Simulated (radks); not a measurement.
All-electron atom: Ho49+ in [Ar] (the NIST ground configuration). All-electron calculation, non-relativistic Kohn-Sham, TPSS, spin-polarised, spherical densities, point nucleus; meta-GGA in the generalised Kohn-Sham scheme; relativity is left out, which matters for an element this heavy. Program: a radial shooting solver on a logarithmic mesh with Libxc functionals.

Unscreened Slater integrals over Kohn-Sham orbitals (cm^-1). They are taken over the spin-up orbitals.

integral     value
F0(3p,3p)   913470
F2(3p,3p)   460560
F0(3p,3s)   886360
G1(3p,3s)   564680
F0(3p,2p)  1203900
F2(3p,2p)   311570
G0(3p,2p)   121440
G2(3p,2p)   135390
F0(3p,2s)  1161300
G1(3p,2s)    99314
F0(3s,3s)   864510
F0(3s,2p)  1132800
G1(3s,2p)   117460
F0(3s,2s)  1103500
G0(3s,2s)    93068
F0(2p,2p)  2479000
F2(2p,2p)  1189200
F0(2p,2s)  2235700
G1(2p,2s)  1244300
F0(2s,2s)  2085400
